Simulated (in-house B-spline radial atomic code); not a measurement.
Hg²⁺. Computed with a B-spline radial atomic code. Model: non-relativistic spherical atom: semilocal Troullier-Martins pseudo-atom, one channel per l, against all electrons, high spin, G0W0 and RPA with empty states to l = 8, local potential for every l without a channel, a model core (radius 0 = none) keeps its share of the functional.

The core holds an angular momentum without a channel of its own, so the local potential lets valence electrons into it.

Without relativity these are model numbers for so heavy an element.

What the tables leave out is listed at the end.

The pseudopotential gives back the lowest level of each angular momentum of its own functional in the configuration it was made in; a second state of the same l is only approximately right. Exact exchange, RPA and GW see the smooth pseudo-orbitals and miss the exchange with the core, for which the functional's share stands in. The column with an uncorrelated core keeps all orbitals and exact exchange, and so separates missing core correlation from pseudisation. Only the three outermost levels and the lowest empty one were computed. RPA here is direct RPA, with no exchange kernel, and its energies carry an (l + 1/2)⁻⁴ tail. A hybrid on a potential with a model core restores only its own semilocal share of the core's exchange.

Command:
```bash
python run_psgw.py task.json out
```
Settings (lengths in bohr, energies in hartree):
```
Z                      80
electrons              78
configuration          [Xe] 4f14 5d10
generated_in           [Xe] 4f14 5d10
functional             pbe,pbe
core_shells            11
radius_factor          1.15
core_correction        False
```

Run time, properties included: 41 s on 1 thread of Arm Neoverse N1 (shared host).

Given: made with PBE; model core radius 0 bohr; local radius 1.348 bohr; mean-field start PBE.

Valence shells of the generating configuration: 5p, 5d.

Channel: s 2.666, p 1.115, d 1.324 (radii in bohr).

Computed: largest level miss in the spin-unpolarised generating configuration 0 eV; valence RPA correlation energy all-electron orbitals -0.89427 hartree; valence RPA correlation energy pseudo -1.1801 hartree; pseudo-atom RPA polarisability 6.6428 bohr³.

| level | occupied | mean-field all-electron (eV) | mean-field pseudo minus all (eV) | G0W0 all-electron (eV) | G0W0 uncorrelated core minus all (eV) | G0W0 pseudo minus all (eV) | exchange self-energy all-electron (eV) | exchange self-energy pseudo (eV) |
| --- | --- | --- | --- | --- | --- | --- | --- | --- |
| 5d | 1 | -29.593 | 0 | -36.65 | 0.121 | 1.02 | -36.406 | -28.89 |
| 6s (empty) | 0 | -19.899 | 0 | -16.189 | 0.052 | -1.199 | -4.4805 | -4.755 |

(1) What is the all-electron RPA polarisability, core included?

Given: mean-field start PBE0.

Computed: valence RPA correlation energy all-electron orbitals -0.85201 hartree; valence RPA correlation energy pseudo -1.1317 hartree; pseudo-atom RPA polarisability 6.0254 bohr³.

| level | occupied | mean-field all-electron (eV) | mean-field pseudo minus all (eV) | G0W0 all-electron (eV) | G0W0 uncorrelated core minus all (eV) | G0W0 pseudo minus all (eV) | exchange self-energy all-electron (eV) | exchange self-energy pseudo (eV) |
| --- | --- | --- | --- | --- | --- | --- | --- | --- |
| 5d | 1 | -31.604 | 0.153 | -36.723 | 0.129 | 0.837 | -36.539 | -28.966 |
| 6s (empty) | 0 | -18.532 | -0.562 | -16.02 | 0.05 | -1.273 | -4.1855 | -4.9355 |

(2) What is the all-electron RPA polarisability, core included?

Given: mean-field start Hartree-Fock.

Computed: valence RPA correlation energy all-electron orbitals -0.75082 hartree; all-electron RPA polarisability, core included 4.6459 bohr³; pseudo-atom RPA polarisability 4.9186 bohr³.

```json
{"level": "5d", "occupied": "1", "mean-field all-electron (eV)": "-36.538", "mean-field pseudo minus all (eV)": "0.614", "G0W0 all-electron (eV)": "-36.852", "G0W0 uncorrelated core minus all (eV)": "0.138", "G0W0 pseudo minus all (eV)": "0.514", "exchange self-energy all-electron (eV)": "-36.671", "exchange self-energy pseudo (eV)": "-29.055"}
{"level": "6s (empty)", "occupied": "0", "mean-field all-electron (eV)": "-14.343", "mean-field pseudo minus all (eV)": "-1.959", "G0W0 all-electron (eV)": "-15.619", "G0W0 uncorrelated core minus all (eV)": "0.04", "G0W0 pseudo minus all (eV)": "-1.497", "exchange self-energy all-electron (eV)": "-3.1054", "exchange self-energy pseudo (eV)": "-5.2349"}
```

(3) What is the valence RPA correlation energy pseudo?

## Answers

(1) 6.5553 bohr³.

(2) 5.8638 bohr³.

(3) -1.0115 hartree.

Among the listed levels the largest G0W0 shift of the pseudo-atom is -1.50 eV, for 6s (empty) on the Hartree-Fock start, while leaving the core uncorrelated moves that level by +0.04 eV. So pseudisation and the lost core exchange, not the missing core correlation, make the error. Not in the tables (levels of low weight, unsolved or above zero; the highest and the empty levels are kept at any weight): on PBE the G0W0 levels 5p (pseudo minus all +5.94 eV, weights 0.08 and 0.16); on PBE0 the G0W0 levels 5p (pseudo minus all -3.31 eV, weights 0.09 and 0.39); on Hartree-Fock the G0W0 levels 5p (pseudo minus all +2.08 eV, weights 0.47 and 0.28).
